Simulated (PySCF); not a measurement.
Input for PySCF: R-BP86/LANL2DZ on CdFI (SMILES [F][Cd][I]), a point of a bond scan (R = 2.067 Å).

```python
from pyscf import gto, scf, dft, mp
from pyscf.data.elements import chemcore

mol = gto.M(
    atom='''
    Cd   -0.00000000   -0.00000000   -1.08526849
    F    -0.00000000   -0.00000000   -3.03871967
    I     0.00000000    0.00000000    0.98206124
    ''',
    basis='lanl2dz',
    ecp={'Cd': 'lanl2dz', 'I': 'lanl2dz'},
    charge=0, spin=0, verbose=3, max_memory=1800)
mf = dft.RKS(mol, xc='b88,p86')
mf.conv_tol = 1e-8
mf.max_cycle = 100
mf.kernel()
if not mf.converged:
    mf = mf.newton().run(mf.mo_coeff, mf.mo_occ)
```

Predict the final total energy.

-159.5591 hartree.
